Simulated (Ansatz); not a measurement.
`[SiH3]B(Cl)[SeH]` + CH₃OH → `COB([SiH3])Cl` + H₂Se  (ligand exchange at a B–Se bond)

Gas-phase electronic energies from Ansatz, PBE0-D4/def2-TZVP geometries. CCSD(T)/CBS is the MP2 limit (def2-TZVPP, def2-QZVPP) plus CCSD(T) − MP2 in def2-TZVPP, frozen cores. This one scheme is used for every species. Functionals use def2-TZVPP. B3LYP here is the variant with VWN-RPA as its local correlation; programs differ in this. For Se outer-core shells are correlated without core-valence functions, which leaves a few kJ/mol of doubt a bond. Scalar relativity is left out up to krypton. Each species was taken in one conformer, which may not be the lowest.

| level | ΔE (kJ/mol) | difference from CCSD(T)/CBS |
| --- | --- | --- |
| PBE-D4 | -59.9 | 2.8 |
| r2SCAN-D4 | -66.5 | -3.8 |
| PBE0-D4 | -61.3 | 1.4 |
| B3LYP-D4 | -71.8 | -9.1 |
| ωB97X-V | -71.7 | -9.0 |
| ωB97M-V | -72.3 | -9.6 |
| B2PLYP | -70.9 | -8.2 |
| PBE | -61.1 | 1.6 |
| r2SCAN | -66.4 | -3.7 |
| PBE0 | -62.3 | 0.4 |
| B3LYP | -74.3 | -11.6 |
| HF/def2-TZVPP | -81.9 | -19.2 |
| MP2/def2-TZVPP | -61.0 | 1.7 |
| SCS-MP2/def2-TZVPP | -65.9 | -3.2 |
| CCSD/def2-TZVPP | -69.0 | -6.3 |
| CCSD(T)/def2-TZVPP | -66.7 | -4.0 |
| HF/def2-QZVPP | -83.1 | -20.4 |
| MP2/def2-QZVPP | -59.1 | 3.6 |
| SCS-MP2/def2-QZVPP | -64.3 | -1.6 |
| HF/CBS(def2) | -83.3 | -20.6 |
| MP2/CBS(def2) | -57.0 | 5.7 |
| CCSD/CBS(def2) | -64.9 | -2.2 |
| CCSD(T)/CBS | -62.7 | 0 |

Largest T1 diagnostic among the species: 0.013.

In def2-TZVPP, CCSD(T) changes the Hartree–Fock value by +15.2 kJ/mol (the triples alone add +2.2 kJ/mol) and MP2 by +20.9 kJ/mol.
